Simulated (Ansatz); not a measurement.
BBrH4OSi (`BO[SiH2]Br`) from Hartree–Fock to CCSD(T)

```xyz
8

B     1.157   -1.015   -0.399
O     0.595    0.214   -0.457
Si   -0.697    0.841    0.349
Br   -2.497    0.679   -0.921
H     0.720   -1.838    0.361
H     2.091   -1.237   -1.113
H    -0.944    0.085    1.595
H    -0.424    2.271    0.584
```

The species carries charge 0 and has multiplicity 1. Correlated methods include outer-core shells of Br, which these sets cover unevenly. Scalar relativity is left out up to krypton. The geometry is a stationary point of PBE0-D4/def2-TZVP. It is one conformer, not always the lowest. Frozen core, restricted reference, the Gaussian-basis code of Ansatz.

```
     basis      HF (Eh)  MP2 corr.  CCSD corr.       (T)  CCSD(T) total
  def2-SVP  -2962.86511   -0.59131    -0.62507  -0.01437    -2963.50455
def2-TZVPP  -2963.41360   -0.72881    -0.76170  -0.02637    -2964.20167
def2-QZVPP  -2963.47763   -1.08240           –         –              –
```
